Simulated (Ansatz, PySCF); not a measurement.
The Ansatz (a quantum-chemistry and plane-wave program) input:
Ansatz 0.2 input:
```yaml
crystal:
  periodic: [false, false, false]
  atoms:
    - {symbol: O, position_ang: [-0.69178694, -1.23678958, -0.04601210]}
    - {symbol: S, position_ang: [-0.00000000, 0.00000000, -0.00000000]}
    - {symbol: O, position_ang: [-0.72514024, 1.21840142, -0.00209182]}
    - {symbol: O, position_ang: [1.41692719, 0.01838817, 0.04810392]}
basis:
  gaussian:
    orbitals: def2-SVP
hamiltonian:
  xc: hf
accuracy: high
```

Q: Convert this to an input for PySCF.

A: Several could match; the one computed here: 
```python
from pyscf import gto, scf

mol = gto.Mole()
mol.atom = '''
    O    -0.69178694   -1.23678958   -0.04601210
    S    -0.00000000    0.00000000   -0.00000000
    O    -0.72514024    1.21840142   -0.00209182
    O     1.41692719    0.01838817    0.04810392
'''
mol.basis = 'def2-svp'
mol.verbose = 4
mol.build()

mf = scf.RHF(mol)
mf.kernel()
```

Both were run: Ansatz gave -621.673458 Eh and PySCF -621.673458 Eh, 0.000 mEh apart.
